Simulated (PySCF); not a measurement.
CH7B3ClN.
Bonds: B1–N2, N2–B3, N2–B4, B4–C5, B4–Cl6. Hydrogens: H7, H8 on B1; H9, H10 on B3; H11, H12, H13 on C5.

Computed, not measured: PBE0-D3(BJ)/def2-SVP geometry optimisation, gas phase in PySCF 2.14.0.

**Question.** List the bond lengths, angles and torsions at this level.

**Answer.** 
```json
{"bond": "B1–N2, N2–B3", "length (Å)": "1.443", "order": "single"}
{"bond": "N2–B4", "length (Å)": "1.463", "order": "single"}
{"bond": "B4–C5", "length (Å)": "1.566", "order": "single"}
{"bond": "B4–Cl6", "length (Å)": "1.770", "order": "single"}
{"bond": "B1–H7 and 3 like bonds", "length (Å)": "1.204", "order": "single"}
{"bond": "C5–H11, C5–H12, C5–H13", "length (Å)": "1.101", "order": "single"}
```

Bonds in one row agree within 0.01 Å and their mean is given. Orders are formal, as drawn. A selection of angles:
```json
{"angle": "N2–B1–H7", "degrees": "120.6"}
{"angle": "N2–B1–H8", "degrees": "119.2"}
{"angle": "H7–B1–H8", "degrees": "120.2"}
{"angle": "B1–N2–B3", "degrees": "117.1"}
{"angle": "B1–N2–B4", "degrees": "119.5"}
{"angle": "B3–N2–B4", "degrees": "123.4"}
{"angle": "N2–B3–H10", "degrees": "118.2"}
{"angle": "H9–B3–H10", "degrees": "121.0"}
{"angle": "N2–B4–C5", "degrees": "123.8"}
{"angle": "N2–B4–Cl6", "degrees": "119.0"}
{"angle": "C5–B4–Cl6", "degrees": "117.2"}
{"angle": "B4–C5–H11", "degrees": "112.1"}
{"angle": "H11–C5–H12", "degrees": "108.8"}
{"angle": "H12–C5–H13", "degrees": "105.6"}
```

Torsions: B1–N2–B4–C5 3° (synperiplanar). The mirror-image conformer, all signs reversed, is as good.

Of the pairs four or more bonds apart, C5···H7 is among the closest relative to their van der Waals radii: 2.64 Å, 91 % of the sum of Bondi's values. B1 (three-coordinate boron) is planar (angles 120.6°, 120.2° and 119.2°, sum 360.0°, 0.00 Å off the plane of its three neighbours). N2 (boron-bound nitrogen) is planar (angles 123.4°, 119.5° and 117.1°, sum 360.0°, 0.00 Å off the plane of its three neighbours). The B–N distances run from 1.441 Å (B1–N2, drawn single) to 1.463 Å (N2–B4, drawn single), a spread of 0.022 Å. B4 (three-coordinate boron) is planar (angles 123.8°, 119.0° and 117.2°, sum 360.0°, 0.00 Å off the plane of its three neighbours).

Point group: near Cs, missed by 0.16 Å at most; the miss may be what the optimiser left on a soft mode. No frequency check.
